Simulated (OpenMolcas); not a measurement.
**Tl2+: effect of the IPEA shift**

```
Program             : OpenMolcas
Basis               : ANO-R1 [7s6p4d2f]
Scalar Hamiltonian  : X2C, finite nucleus
Active space        : 1 electron in 4 orbitals (6s 6p)
State averaging     : 2S+1 = 2 even, 1 root; 2S+1 = 2 odd, 3 roots
Spin-orbit coupling : RASSI with atomic mean-field integrals over the reference wave functions, term energies averaged over their components
```

Methods on the same reference wave functions:
A. CASSCF
B. SS-CASPT2, IPEA 0 Eh, imaginary shift 0.1 Eh (closed shells correlated: 5d)
C. SS-CASPT2, IPEA 0.25 Eh, imaginary shift 0.1 Eh (closed shells correlated: 5d)

Energies in cm-1 above 6s 2S 1/2, the measured ground level; measured values from Moore, Atomic Energy Levels, vol. III, NSRDS-NBS 35 (1971 reprint of NBS Circular 467, 1958).

```tsv
Level	A	B	C	Measured
6s 2S 1/2	0.0	0.0	0.0	0.0
6p 2P* 1/2	65393	68861	68840	64157
6p 2P* 3/2	78920	82389	82368	78970
```

Deviations, from unrounded energies. A percentage is the sum of absolute deviations over the sum of measured energies, with the sign that they share, or ± where signs differ.

```tsv
Against measurement	Levels	A	B	C
mean absolute deviation (cm-1)	2	640	4100	4000
other configurations (%)	2	±0.9	+5.7	+5.6
```

A lies closest to measurement on these levels and B furthest from it. The largest miss of A in the table is 6p 2P* 1/2, by +1200 cm-1. The ranking rests on the paired levels alone, and a cruder setting can come out closer through cancelling errors.

Between B and C the level of the table that moves most is 6p 2P* 1/2, by 21 cm-1 (lowest in C, highest in B).

The lowest spin-free term lies below A's lowest term by 0.283 hartree in B, 0.281 hartree in C.

Spin-orbit splittings of 6p shells tend to come out small when the coupling is added on scalar orbitals. With one active electron the reference holds no correlation, so core polarisation is missing (holds for A). With one active electron, CASPT2 adds the correlation within the correlated inactive shells and between them and that electron, and leaves the splitting within a term as the reference gives it (holds for B; C). Measured partners are found by configuration, term and J. A level has none where our copy of the source lacks it or the pairing is in doubt (some pairs that miss far off the trend of their configuration count as doubtful), and it then counts in no deviation. Only configurations of the active space appear.

* marks odd parity.
